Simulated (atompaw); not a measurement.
## PBEsol PAW (atompaw) dataset for silicon (Si), non-relativistic all-electron reference.

Input for atompaw 4.2.0.5:

```
Si 14
GGA-PBESOL loggrid 1500 logderivrange -3 5 201
3 3 0 0 0 0
3 0 1.5
3 1 2.5
0 0 0
c
c
v
c
v
1
1.90 1.85 1.65 1.20
y
3.9
n
y
0.2
n
custom rrkj gramschmidtortho besselshape
2 1 troulliermartins
1.90
1.90
1.90
1.90
PWSCFOUT
UPFDX 0.0125d0 UPFXMIN -7.d0 UPFZMESH 14.d0
END
```

Command:

```bash
atompaw < Si.input > Si.log
```

Resulting log (summary file):

```
Completed calculations for Si (AE)

 Exchange-correlation type: GGA, Perdew-Burke-Ernzerhof modified (PBEsol)

 Radial integration grid is logarithmic
 r0 =   5.6515946E-04 h =   7.9122324E-03   n =      1500 rmax =   8.0000000E+01

 Non-relativistic calculation

 AEatom converged in  31 iterations
   nz     =  14.00
   delta  =       5.761692719056E-17

 All Electron Orbital energies:
  n  l      occupancy      energy
  1  0      2.0000000E+00 -1.3071440E+02
  2  0      2.0000000E+00 -1.0238871E+01
  3  0      1.5000000E+00 -8.1620730E-01
  2  1      6.0000000E+00 -7.0767321E+00
  3  1      2.5000000E+00 -3.2091198E-01

 Total energy
   Total                    :     -577.08848288728348

 ---
 Completed calculations for Si (SC)

 Exchange-correlation type: GGA, Perdew-Burke-Ernzerhof modified (PBEsol)

 Radial integration grid is logarithmic
 r0 =   5.6515946E-04 h =   7.9122324E-03   n =      1500 rmax =   8.0000000E+01

 Non-relativistic calculation

 SCatom converged in   1 iterations
   nz     =  14.00
   delta  =       1.550334344038E-17

 Valence Electron Orbital energies:
  n  l      occupancy      energy
   3  0      1.5000000E+00 -8.1620730E-01
   3  1      2.5000000E+00 -3.2091198E-01

 Total energy
   Total                    :     -577.08848288699539
   Valence                  :      -44.86339154736709

 PAW parameters:
       lmax =            1
         rc =    1.9101163967929535
        irc =         1028
   rc_shape =    1.8505922766676679
    rc_vloc =    1.6564863621033166
    rc_core =    1.2069329439903318
   Vloc: Norm-conserving Troullier-Martins with l= 2;e=   1.0000E+00
   Projector type: RRKJ pseudization + Gram-Schmidt ortho.
   Bessel compensation charge shape zeroed at   1.8506E+00

 Number of basis functions     4
 No.   n  nodes  l      Energy         Cp coeff         Occ
  1    3    2    0   -0.8162073E+00  0.1000000E+01  0.1500000E+01
  2  999    3    0    0.3900000E+01  0.6969930E-01  0.0000000E+00
  3    3    1    1   -0.3209120E+00  0.1000000E+01  0.2500000E+01
  4  999    2    1    0.2000000E+00  0.1857323E-02  0.0000000E+00

 Eigenvalues of overlap operator (in the basis of projectors):
    1        5.02793268E-02
    2        4.64445582E-01
    3        2.98565996E+00
    4        9.35092657E+00

 Orbital leakage outside PAW augmentation regions
   orb  is_core?  %out_of_sphere
   1 0    T           0.00
   2 0    T           0.03
   3 0    F          56.85
   2 1    T           0.08
   3 1    F          74.62

 Summary of PAW energies
   Total valence energy     :    -44.86339163943641
   Smooth energy            :      4.90300888359197
   One center               :    -49.76640052302838
   Smooth kinetic           :      2.86189252392371
   Vloc energy              :     -0.89287608827365
   Smooth exch-corr         :     -4.40179454568488
   One-center xc            :    -35.63050010273749
```

The run took about 0.38 s on one core of a shared server CPU.
